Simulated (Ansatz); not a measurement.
Saddle point of SiH2F3, doublet (SiF₃ ([F][Si]([F])[F]) + H₂ → SiHF₃ ([F][SiH]([F])[F]) + H; bonds formed: H1–Si3; bonds broken: H1–H2), PBE0-D4/def2-TZVP structure:

| atom | x (Å) | y (Å) | z (Å) |
| --- | --- | --- | --- |
| H1 | -1.0004 | -0.3631 | 0.4907 |
| H2 | -1.9281 | -0.7000 | 0.9463 |
| Si3 | 0.3757 | 0.1364 | -0.1844 |
| F4 | 1.1497 | 1.1097 | 0.7841 |
| F5 | 0.0888 | 0.9052 | -1.5302 |
| F6 | 1.3144 | -1.0881 | -0.5065 |

Energies are electronic, without zero-point energy. Barriers and step energies count from the start structure reached by relaxing down the imaginary mode; all methods use the PBE0-D4 structures, on which another method's saddle can fall below an end. Ansatz 0.2.0; basis: def2-TZVPP, with def2-QZVPP for the basis limit; cores frozen in the correlated methods; orbitals are unrestricted. B3LYP uses VWN-RPA correlation. Extrapolation: Hartree–Fock as exp(−7.88 √X), correlation as X^−2.97.

| method | barrier (eV) | step energy (eV) |
| --- | --- | --- |
| SPW92 | ? | 0.252 |
| PBE-D4 | 0.408 | 0.313 |
| BLYP-D4 | ? | 0.407 |
| r2SCAN-D4 | 0.435 | 0.333 |
| B97M-V | 0.321 | 0.165 |
| PBE0-D4 | 0.430 | 0.203 |
| B3LYP-D4 | 0.474 | 0.314 |
| r2SCAN0-D4 | 0.450 | 0.267 |
| BHLYP-D4 | 0.486 | 0.169 |
| CAM-B3LYP-D4 | 0.457 | 0.226 |
| wB97X-V | 0.495 | 0.125 |
| wB97M-V | 0.496 | 0.122 |
| B2PLYP | 0.542 | 0.223 |
| PBE-QIDH | 0.515 | 0.107 |
| RPA on PBE | ? | 0.221 |
| HF | 0.746 | -0.078 |
| MP2 | 0.640 | 0.085 |
| CCSD | 0.611 | 0.148 |
| CCSD(T) | 0.590 | 0.154 |

Task: Fill in the withheld barriers. (An estimate is asked for; the value comes from the calculation.)

Result: Computed: BLYP-D4 0.462; SPW92 0.141; RPA on PBE 0.659 eV. Each is the energy of the saddle less that of the start structure, by the same method.

For comparison, the barrier by CCSD(T) at an estimated basis limit (MP2 extrapolated from triple and quadruple zeta, plus CCSD(T) − MP2 in triple zeta) is 0.573 eV.

The T1 diagnostic stays at or below 0.014. ⟨S²⟩ of the unrestricted Hartree–Fock references: 0.75 to 0.77 (a pure state has 0.75).

Radical steps of this kind take place in plasma deposition and etching.

Labels in which every atom is bracketed show which atoms are joined, not bond orders.

For scale, one of the runs: CCSD(T)/def2-TZVPP, 163 basis functions (an equivalent command: `ansatz run in.yaml --threads 4`). Time: 2.4 min of wall clock on 4 CPU threads; the host was shared. Peak host memory: 3.4 GiB.
